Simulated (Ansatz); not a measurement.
F2GeH6N2Si (`[NH2][GeH2][Si](N)(F)F`). Total charge 0; spin multiplicity 1. All single points use the PBE0-D4/def2-TZVP geometry. It is one conformer, not always the lowest.

```xyz
12

N    -1.399    0.605   -1.906
Ge   -0.798    0.921   -0.193
Si    0.457   -0.986    0.458
N     1.521   -0.640    1.723
F    -0.435   -2.207    0.951
F     1.172   -1.528   -0.867
H    -1.883    1.384   -2.331
H    -0.672    0.294   -2.536
H     0.103    2.179   -0.053
H    -2.034    1.144    0.692
H     1.881   -1.358    2.332
H     2.087    0.191    1.732
```

(1) What is the dipole moment at PBE/def2-TZVPP? (Estimate.)

(2) And with r2SCAN, B3LYP, ωB97M-V? (An estimate is asked.)

(3) Give the Mulliken charges with PBE, B3LYP, ωB97M-V in def2-TZVPP. (Best estimate.)

Answers

(1) Computed: 2.67 D, with components (1.66, 1.99, 0.64) D in this frame, pointing from negative to positive charge.

(2) Ansatz gave: r2SCAN 2.74 D, B3LYP 2.81 D, ωB97M-V 2.83 D.

(3) Computed: 
```csv
atom,PBE,B3LYP,ωB97M-V
N1,-0.39,-0.40,-0.37
Ge2,0.12,0.15,0.08
Si3,0.65,0.78,0.78
N4,-0.37,-0.39,-0.35
F5,-0.27,-0.31,-0.30
F6,-0.27,-0.31,-0.30
H7,0.14,0.12,0.10
H8,0.14,0.13,0.11
H9,-0.05,-0.05,-0.02
H10,-0.01,-0.01,0.02
H11,0.16,0.15,0.13
H12,0.15,0.14,0.12
```

B3LYP here is the variant with VWN-RPA as its local correlation; programs differ in this.
